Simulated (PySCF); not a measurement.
Isomers of C6H4F3P, mass 164.000 u with the commonest isotopes. Computed with CAM-B3LYP/def2-SVPD in PySCF (dipole) on a GFN2-xTB geometry, gas phase. One conformer each, none proved a minimum here; rigid rotors.

**Question.** Order these by dipole moment, smallest first.
A. `FC(F)(F)c1ccccp1`
B. `C#CP(C#CC)C(F)(F)F`
C. `FC(F)(F)c1cccpc1`

**Answer.** C (2.57 D), B (3.17 D), A (3.86 D).

**Question.** Order these by rotational constant C, smallest first.
A. `FC(F)(F)c1ccccp1`
B. `C#CP(C#CC)C(F)(F)F`
C. `p1cccc(c1)C(F)(F)F`

**Answer.** C (641.0 MHz), B (661.2 MHz), A (707.3 MHz).

**Question.** Order these by rotational constant A, largest first.
A. `FC(F)(F)c1cccpc1`
B. `CC#CP(C#C)C(F)(F)F`
C. `FC(F)(F)c1ccccp1`

**Answer.** A (2365 MHz), C (2222 MHz), B (1446 MHz).

| SMILES | point group | Ia (u·Å²) | Ib (u·Å²) | Ic (u·Å²) | κ | μa (D) | μb (D) | μc (D) |
| --- | --- | --- | --- | --- | --- | --- | --- | --- |
| C#CP(C#CC)C(F)(F)F | C1 | 349.58 | 580.72 | 764.37 | -0.47 | 2.79 | 1.46 | 0.34 |
| FC(F)(F)c1cccpc1 | C1 | 213.73 | 662.63 | 788.48 | -0.86 | 2.08 | 1.52 | 0.07 |
| FC(F)(F)c1ccccp1 | C1 | 227.42 | 574.69 | 714.49 | -0.77 | 3.61 | 1.35 | 0.04 |
